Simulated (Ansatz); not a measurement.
def2 core potentials replace the inner electrons of Bi.

A geometry relaxed with PBE0-D3(BJ)/def2-SVP (Ansatz, a quantum-chemistry and plane-wave program), charge 0, multiplicity 1:

```xyz
18

H     -0.9537     1.0492    -2.1474
H      0.0853    -0.5048     1.7662
O      2.4671     1.4911     0.4409
H     -2.0461    -1.3464    -0.3936
H     -0.5449     2.1615    -0.8122
C     -0.9749    -1.2997    -0.6661
C     -1.0183     1.1962    -1.0560
H     -0.9132    -1.4855    -1.7523
C     -0.3889     0.0500    -0.2800
H     -0.0544     1.2619     1.4981
H      2.0914     1.3326     1.3174
C     -0.4641     0.2774     1.2194
O      2.0132    -1.6262     0.5298
H     -0.4562    -2.1195    -0.1453
H     -1.5169     0.2574     1.5581
Bi     1.8433    -0.0406    -0.8485
H      2.9237    -1.9413     0.5791
H     -2.0925     1.2869    -0.8076
```

Question: Write the SMILES of this molecule.

Answer: `C[C](C)(C)[Bi]([OH])[OH]`
